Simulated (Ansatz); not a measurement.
**Molecular dynamics of FH$_{13}$Si$_{5}$**

Input file:

```yaml
crystal:
  periodic: [false, false, false]
  atoms:
    - { symbol: Si, position_ang: [0.16154, -0.462425, -0.006133] }
    - { symbol: Si, position_ang: [0.038445, 0.228862, 2.620823] }
    - { symbol: H, position_ang: [-1.389112, 0.630889, 2.710036] }
    - { symbol: H, position_ang: [0.4065, -0.44849, 3.901238] }
    - { symbol: H, position_ang: [0.893891, 1.433545, 2.48055] }
    - { symbol: Si, position_ang: [2.321134, 0.036137, -0.765061] }
    - { symbol: H, position_ang: [3.098653, -1.194878, -1.058797] }
    - { symbol: H, position_ang: [2.212037, 0.857797, -2.002454] }
    - { symbol: H, position_ang: [3.040131, 0.830677, 0.26747] }
    - { symbol: Si, position_ang: [-1.105188, 1.542713, -0.248869] }
    - { symbol: H, position_ang: [-2.524473, 1.330128, 0.14513] }
    - { symbol: H, position_ang: [-0.576088, 2.721561, 0.487976] }
    - { symbol: H, position_ang: [-1.06726, 1.842022, -1.710352] }
    - { symbol: Si, position_ang: [-1.136147, -1.974375, -1.254709] }
    - { symbol: H, position_ang: [-2.190826, -2.534808, -0.367147] }
    - { symbol: H, position_ang: [-1.805024, -1.276406, -2.389048] }
    - { symbol: H, position_ang: [-0.31203, -3.091689, -1.784641] }
    - { symbol: F, position_ang: [0.735506, -2.140816, 0.976626] }
    - { symbol: H, position_ang: [0.453412, -1.252943, 1.711861] }
basis:
  gaussian: { orbitals: "6-31G*" }
hamiltonian:
  xc: b3lyp
  dispersion: d4
md:
  timestep: 0.5
  n_steps: 200
  ensemble: nve
  temperature: 100.0
  initial_velocities: maxwell_boltzmann
  seed: 3010
```

Launched with:

```bash
$ ansatz run input.yaml --threads 4 --pin off --max-ram 5120MiB --backend cpu --events-out ev --progress --plain --runs-dir out
```

It starts at the highest image of a converged band. Of that band: Neighbouring images differ by up to 2.5 eV, so the band resolves the path poorly. A vibrational analysis at the climbing image gives one clearly imaginary mode, 1132i cm⁻¹, and a faint second one (32i cm⁻¹) that may be numerical noise or a soft torsion: probably a first-order saddle point.

Output, in part (step lines, the closing report, with atoms numbered from 0):

```
md step     0: t =     0.00 fs  T =   100.0 K  F+E_penalty+E_count = -42315.96816445 eV  E_kin = 0.219742 eV  conserved = -42315.74842246 eV  (26 SCF iters)
md step     1: t =     0.50 fs  T =    98.9 K  F+E_penalty+E_count = -42315.96566434 eV  E_kin = 0.217267 eV  conserved = -42315.74839766 eV  (24 SCF iters)
md step     2: t =     1.00 fs  T =    95.7 K  F+E_penalty+E_count = -42315.95856956 eV  E_kin = 0.210239 eV  conserved = -42315.74833088 eV  (25 SCF iters)
md step     3: t =     1.50 fs  T =    90.9 K  F+E_penalty+E_count = -42315.94793195 eV  E_kin = 0.199698 eV  conserved = -42315.74823391 eV  (25 SCF iters)
md step     4: t =     2.00 fs  T =    85.2 K  F+E_penalty+E_count = -42315.93528474 eV  E_kin = 0.187162 eV  conserved = -42315.74812313 eV  (25 SCF iters)
md step     5: t =     2.50 fs  T =    79.3 K  F+E_penalty+E_count = -42315.92238126 eV  E_kin = 0.174364 eV  conserved = -42315.74801723 eV  (24 SCF iters)
md step     6: t =     3.00 fs  T =    74.2 K  F+E_penalty+E_count = -42315.91090149 eV  E_kin = 0.162968 eV  conserved = -42315.74793321 eV  (24 SCF iters)
md step     7: t =     3.50 fs  T =    70.2 K  F+E_penalty+E_count = -42315.90218000 eV  E_kin = 0.154295 eV  conserved = -42315.74788474 eV  (25 SCF iters)
[... lines left out ...]
Total energy: -42317.33968877 eV, -1555.1335498393 hartree
Atom 0 at    -0.111224     0.185094    -0.082196 Å, force    -0.181000     0.378720     0.586545 eV/Å
Atom 1 at     0.125827     0.115292     2.329069 Å, force     0.233728    -0.407620    -0.270580 eV/Å
Atom 2 at    -1.132303     0.211764     3.154145 Å, force     0.272864     0.102195    -0.218656 eV/Å
Atom 3 at     0.721870    -1.256194     2.611228 Å, force    -0.192646     0.319508    -0.027740 eV/Å
Atom 4 at     1.176798     1.102075     2.797573 Å, force    -0.455783    -0.200865    -0.132471 eV/Å
Atom 5 at     2.170065     0.092202    -0.610554 Å, force     0.365946     0.194597     0.725014 eV/Å
Atom 6 at     2.451958    -1.002752    -1.532951 Å, force     0.030715    -0.347202    -0.446236 eV/Å
Atom 7 at     2.811331     1.336039    -1.142010 Å, force    -0.102656    -0.074433     0.146011 eV/Å
Atom 8 at     2.814589    -0.326750     0.702722 Å, force    -0.062141     0.294889    -0.471380 eV/Å
Atom 9 at    -1.381337     2.109562    -0.714082 Å, force     0.127958    -0.321299    -0.046637 eV/Å
Atom 10 at    -2.825473     1.915452    -0.417666 Å, force    -0.026514    -0.131117     0.031763 eV/Å
Atom 11 at    -0.958109     3.295932     0.075666 Å, force     0.132178     0.034419    -0.056638 eV/Å
Atom 12 at    -1.272630     2.384199    -2.178450 Å, force     0.077297     0.029316     0.112232 eV/Å
Atom 13 at    -0.972293    -1.853541    -0.890351 Å, force     0.101655     0.427957    -0.132425 eV/Å
Atom 14 at    -1.616903    -2.573048     0.193812 Å, force    -0.459131    -0.323417     0.498998 eV/Å
Atom 15 at    -1.967380    -1.560061    -1.966624 Å, force     0.107997    -0.153109     0.014086 eV/Å
Atom 16 at     0.126211    -2.723830    -1.350332 Å, force     0.100602    -0.006860    -0.249410 eV/Å
Atom 17 at     1.347794    -3.899510     1.410309 Å, force     0.408007    -0.380800    -0.727266 eV/Å
Atom 18 at     0.872719    -3.407527     2.024116 Å, force    -0.479077     0.565122     0.664787 eV/Å
Dipole moment:    -0.246401     0.271205     0.081312 e Å
```

The steps, from the saved trajectory:

| time (fs) | T (K) | potential energy less start (eV) | conserved less start (meV/atom) |
| --- | --- | --- | --- |
| 0 | 100 | 0.000 | 0.00 |
| 3 | 74 | 0.057 | 0.03 |
| 6 | 72 | 0.063 | 0.01 |
| 9 | 67 | 0.072 | 0.01 |
| 12 | 67 | 0.074 | 0.03 |
| 15 | 115 | -0.032 | 0.00 |
| 18 | 135 | -0.076 | 0.03 |
| 21 | 193 | -0.204 | 0.01 |
| 24 | 242 | -0.311 | 0.02 |
| 27 | 309 | -0.459 | 0.02 |
| 30 | 408 | -0.677 | 0.00 |
| 33 | 466 | -0.804 | 0.03 |
| 36 | 535 | -0.956 | -0.01 |
| 39 | 551 | -0.991 | 0.00 |
| 42 | 541 | -0.968 | 0.03 |
| 45 | 568 | -1.029 | 0.00 |
| 48 | 579 | -1.052 | 0.01 |
| 51 | 625 | -1.153 | 0.01 |
| 54 | 651 | -1.211 | 0.02 |
| 57 | 673 | -1.260 | 0.00 |
| 60 | 709 | -1.338 | -0.01 |
| 63 | 712 | -1.345 | 0.03 |
| 66 | 753 | -1.435 | -0.01 |
| 69 | 749 | -1.426 | -0.01 |
| 72 | 714 | -1.348 | 0.02 |
| 75 | 686 | -1.287 | 0.01 |
| 78 | 634 | -1.173 | 0.02 |
| 81 | 633 | -1.172 | 0.00 |
| 84 | 626 | -1.156 | 0.03 |
| 87 | 642 | -1.191 | 0.02 |
| 90 | 682 | -1.279 | -0.01 |
| 93 | 684 | -1.282 | 0.03 |
| 96 | 720 | -1.361 | 0.01 |
| 99 | 733 | -1.392 | -0.01 |

All steps were run. The conserved energy stayed within 0.035 meV per atom of its start (net change 0.016 meV per atom), so the integration is sound. The kinetic energy rose, since the run started high on the potential surface and went downhill. It ends in pieces (FH + H12Si5), so much of that is their flight and rotation, not heat. A run of 0.1 ps of so small a system gives no equilibrium averages. The orbitals stay closed-shell, which can raise the energy where a bond breaks towards radicals; this wasn't checked here.

Between its relaxed ends the band would form Si1–F18, Si2–H19 and break Si1–Si2, F18–H19. These pairs go: Si1–F18 2.03 → 4.59 Å, Si2–H19 1.79 → 3.61 Å, Si1–Si2 2.72 → 2.42 Å, F18–H19 1.19 → 0.92 Å. In the last frame they stand as before the step (other bonds may differ from the relaxed reactants and products). It ends as FH + H12Si5. Pairs count as bonded within 1.25 times the sum of covalent radii (0.12 Å more for H–H).

Last frame:

```xyz
19
Properties=species:S:1:pos:R:3
Si -0.111 0.185 -0.082
Si 0.126 0.115 2.329
H -1.132 0.212 3.154
H 0.722 -1.256 2.611
H 1.177 1.102 2.798
Si 2.170 0.092 -0.611
H 2.452 -1.003 -1.533
H 2.811 1.336 -1.142
H 2.815 -0.327 0.703
Si -1.381 2.110 -0.714
H -2.825 1.915 -0.418
H -0.958 3.296 0.076
H -1.273 2.384 -2.179
Si -0.972 -1.853 -0.890
H -1.617 -2.573 0.194
H -1.967 -1.560 -1.967
H 0.126 -2.724 -1.350
F 1.348 -3.900 1.410
H 0.873 -3.408 2.024
```

Time of the run: 9.7 min on 4 threads of Intel(R) Xeon(R) 6975P-C (Granite Rapids) (shared host), peak memory 0.45 GiB.
